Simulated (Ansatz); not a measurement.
System: C6H11, charge -1, multiplicity 1. It need not be the lowest isomer of its formula. Whether it binds its extra electron was not tested at this geometry. 
Structure (B3LYP-D3(BJ)/def2-TZVP (Ansatz, a first-principles code) minimum search):
```
C
H 1 1.0958
H 1 1.1009 2 105.63
C 1 1.4998 2 111.35 3 -119.49
H 4 1.0878 1 115.28 2 153.39
C 4 1.3956 5 116.79 1 -165.68
C 6 1.3891 4 134.74 5 174.78
H 7 1.0857 6 117.18 4 174.84
H 6 1.0940 7 112.64 8 -4.79
C 7 1.5012 8 115.83 6 169.02
H 10 1.0972 7 110.63 8 17.62
H 10 1.1020 11 106.38 7 -124.05
H 10 1.1073 11 106.08 12 -111.48
C 1 1.5450 2 107.18 3 114.37
H 14 1.0921 1 109.86 2 65.34
H 14 1.0949 15 107.37 1 -120.04
H 14 1.1017 15 108.37 16 -116.89
```
Charge -1, spin multiplicity 1.

Total electronic energies in hartree. Correlated levels leave the core frozen unless marked. Spin-orbit coupling is left out. Non-relativistic. CBS marks a two-point X^-3 extrapolation of the correlation energy; Hartree-Fock from the larger set. The bracket is a focal-point correction in the basis named.

```json
[
 {"level": "HF/aug-cc-pVDZ", "program": "Ansatz", "energy (Eh)": "-233.54695"},
 {"level": "PBE-D3(BJ)/def2-TZVPD", "program": "Ansatz + dftd3", "energy (Eh)": "-234.97846"},
 {"level": "PBE-D4/def2-TZVPD", "program": "Ansatz + dftd4", "energy (Eh)": "-234.97939"},
 {"level": "revPBE-D3(BJ)/def2-TZVPD", "program": "Ansatz + dftd3", "energy (Eh)": "-235.25873"},
 {"level": "r2SCAN-D4/def2-TZVPD", "program": "Ansatz + dftd4", "energy (Eh)": "-235.14742"},
 {"level": "B3LYP/def2-TZVPD", "program": "Ansatz", "energy (Eh)": "-235.31023"},
 {"level": "BHLYP-D4/def2-TZVPD", "program": "Ansatz + dftd4", "energy (Eh)": "-235.14815"},
 {"level": "CAM-B3LYP-D3(BJ)/def2-TZVPD", "program": "Ansatz + dftd3", "energy (Eh)": "-235.16175"},
 {"level": "CAM-B3LYP/def2-TZVPD", "program": "Ansatz", "energy (Eh)": "-235.15138"},
 {"level": "LC-wPBE/def2-TZVPD", "program": "Ansatz", "energy (Eh)": "-235.13433"},
 {"level": "wB97X-V/def2-TZVPD", "program": "Ansatz", "energy (Eh)": "-235.22193"},
 {"level": "B2GP-PLYP-D4/def2-TZVPD", "program": "Ansatz + dftd4", "energy (Eh)": "-235.01422"},
 {"level": "CCSD/6-31G", "program": "Ansatz", "energy (Eh)": "-234.02540"},
 {"level": "CCSD/6-31G*", "program": "Ansatz", "energy (Eh)": "-234.35488"},
 {"level": "CCSD/cc-pVDZ", "program": "Ansatz", "energy (Eh)": "-234.46164"},
 {"level": "CCSD(T)/6-31G*", "program": "Ansatz", "energy (Eh)": "-234.38488"},
 {"level": "CCSD(T)/aug-cc-pVDZ", "program": "Ansatz", "energy (Eh)": "-234.55979"},
 {"level": "CCSD(T)/aug-cc-pVTZ", "program": "Ansatz", "energy (Eh)": "-234.78211"},
 {"level": "CCSD(T)/cc-pVTZ", "program": "Ansatz", "energy (Eh)": "-234.75493"},
 {"level": "CCSD(T)/cc-pwCVTZ", "program": "Ansatz", "energy (Eh)": "-234.76798"},
 {"level": "CCSD(T) with core electrons/cc-pwCVTZ", "program": "Ansatz", "energy (Eh)": "-235.05887"},
 {"level": "RI-MP2/CBS(aug-cc-pVTZ,aug-cc-pVQZ)+[CCSD(T)-MP2]/aug-cc-pVDZ", "program": "Ansatz", "energy (Eh)": "-234.8932"},
 {"level": "RI-MP2/CBS(aug-cc-pVTZ,aug-cc-pVQZ)+[CCSD(T)-MP2]/aug-cc-pVTZ", "program": "Ansatz", "energy (Eh)": "-234.8900"}
]
```

Totals of different functionals don't rank their quality; only differences between species are comparable.
